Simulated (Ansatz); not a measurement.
Job for Ansatz (a quantum-chemistry and plane-wave program): R-CCSD(T)/aug-cc-pVTZ on HF (SMILES F) with ghost functions, monomers drawn apart or pushed together.

Ansatz 0.2 input:
```yaml
crystal:
  periodic: [false, false, false]
  atoms:
    - {symbol: F, position_ang: [-0.08209952, 0.19386140, -0.50397270]}
    - {symbol: H, position_ang: [-0.06940098, 0.09894462, 0.41765146]}
basis:
  gaussian:
    orbitals: aug-cc-pVTZ
    ghost_atoms:
      - {symbol: H, position_ang: [-0.06865682, -0.61680013, 3.87850447]}
      - {symbol: H, position_ang: [0.03036884, 0.11953767, 3.94904052]}
magnetization: {spin_polarized: false}
correlation: {method: ccsd_t, electrons: outside_noble_gas}
scf: {lower_state_search: off}
```

The log:

```
WARN ansatz: RAYON_NUM_THREADS=1 ignored (pool sized by the plan → 1); use --threads N
Functional definition: HF
these checks for a lower state are left out or cut short: stability, starts, cluster_reference, orbital_swaps, neighbouring_geometries, increment
integrals: 0.16 GiB planned
651 factors; integrals over basis functions are off by at most 1.6e-3 eV
mean field: 0.14 GiB planned
mean field evaluation 1: about -2721.8174 eV, gradient 2.5e1 eV
mean field evaluation 2: about -2721.8173 eV, gradient 2.5e1 eV
mean field evaluation 4: about -2722.7819 eV, gradient 1.2e0 eV
mean field evaluation 8: about -2722.7866 eV, gradient 5.4e-5 eV
mean field -2722.78664506 eV, -100.0605636350 hartree, gradient 2.0e-6 eV, S^2 0.000000; 0 other end points of the search recorded, 0 dependent functions left out
1 core orbitals not correlated
reference -2722.78664506 eV, -100.0605636350 hartree; 4, 4 occupied and 110, 110 virtual orbitals, 651 factors
second order -7.62840764 eV of doubles, -0.00000000 eV of singles
coupled cluster: 0.42 GiB planned
cycle   1  -7.50720820 eV  change    1.2e-1 eV  update   4.7e-2
cycle   2  -7.63245189 eV  change   -1.3e-1 eV  update   1.3e-2
cycle   3  -7.66375572 eV  change   -3.1e-2 eV  update   5.6e-3
cycle   4  -7.65857519 eV  change    5.2e-3 eV  update   9.4e-4
cycle   5  -7.65828959 eV  change    2.9e-4 eV  update   3.0e-4
cycle   6  -7.65838561 eV  change   -9.6e-5 eV  update   7.5e-5
cycle   7  -7.65835908 eV  change    2.7e-5 eV  update   2.3e-5
cycle   8  -7.65834894 eV  change    1.0e-5 eV  update   6.1e-6
cycle   9  -7.65834758 eV  change    1.4e-6 eV  update   2.0e-6
perturbative correction -0.20619315 eV, -0.0075774586 hartree
Total energy: -2730.65118580 eV, -100.3495801762 hartree
Checks for a lower state left out: stability, starts, cluster_reference, orbital_swaps, neighbouring_geometries, increment
```

Self-consistency was reached.

Cost: about 5 core-seconds (a rough figure).
